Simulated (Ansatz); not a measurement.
Geometry optimisation, RKS PBE0-D4/def2-SVP in Ansatz 0.2.0.

The input (input.yaml):

```yaml
crystal:
  periodic: [false, false, false]
  atoms:
    - { symbol: C, position_ang: [-0.87826, 0.60586, -0.28427] }
    - { symbol: Te, position_ang: [0.39905, 0.29555, 1.44227] }
    - { symbol: S, position_ang: [1.37973, -1.71274, 0.60589] }
    - { symbol: H, position_ang: [-1.44603, -0.29454, -0.4813] }
    - { symbol: H, position_ang: [-0.28535, 0.86437, -1.15324] }
    - { symbol: H, position_ang: [-1.55206, 1.41813, -0.04813] }
    - { symbol: H, position_ang: [0.54249, -2.5887, 1.15147] }
basis:
  gaussian: { orbitals: def2-SVP }
hamiltonian:
  xc: pbe0
  dispersion: d4
relax:
  f_tol: 0.015
  max_steps: 40
```

Command:

```bash
$ ansatz run input.yaml --threads 1 --pin off --max-ram 2048MiB --backend cpu --events-out ev --progress --plain --runs-dir out
```

**Question.** Where does it end, and by what steps?

**Answer.** The forces met the threshold. After 7 steps the energy has fallen by 0.037 eV; H4 moved furthest, 0.18 Å.

| step | energy less start (eV) | largest force component (eV/Å) | accepted |
| --- | --- | --- | --- |
| 0 | 0.0000 | 0.705 | yes |
| 1 | 0.0510 | 0.948 | no |
| 2 | -0.0259 | 0.241 | yes |
| 3 | -0.0286 | 0.233 | yes |
| 4 | -0.0356 | 0.037 | yes |
| 5 | -0.0369 | 0.038 | yes |
| 6 | -0.0370 | 0.032 | yes |
| 7 | -0.0371 | 0.004 | yes |

```xyz
7
Properties=species:S:1:pos:R:3
C -0.905 0.599 -0.276
Te 0.295 0.257 1.481
S 1.482 -1.669 0.643
H -1.602 -0.235 -0.421
H -0.246 0.713 -1.145
H -1.465 1.530 -0.106
H 0.600 -2.608 1.057
```

Run time: 26 s on 1 thread of Arm Neoverse V2, on a shared host, peak memory 0.16 GiB.
